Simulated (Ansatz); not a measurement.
C2H9ClGeSi, SMILES `C[Si](C)(Cl)[GeH3]`, charge 0, multiplicity 1.

Give a relaxed structure at PBE0-D4/def2-TZVP (Ansatz 0.2.0). (Estimate.)

The calculation gave: 
Cartesian coordinates in Å:
```
C 0.405 1.486 1.071
Si 0.204 -0.235 0.381
C -1.524 -0.882 0.647
Cl 1.512 -1.483 1.405
Ge 0.826 -0.330 -1.916
H -0.263 2.181 0.554
H 0.160 1.500 2.136
H 1.430 1.841 0.950
H -1.773 -0.874 1.711
H -1.622 -1.905 0.279
H -2.248 -0.255 0.118
H -0.110 0.548 -2.770
H 0.739 -1.770 -2.449
H 2.264 0.178 -2.117
```
Point group Cs.
This is one stationary point; other conformers may exist.
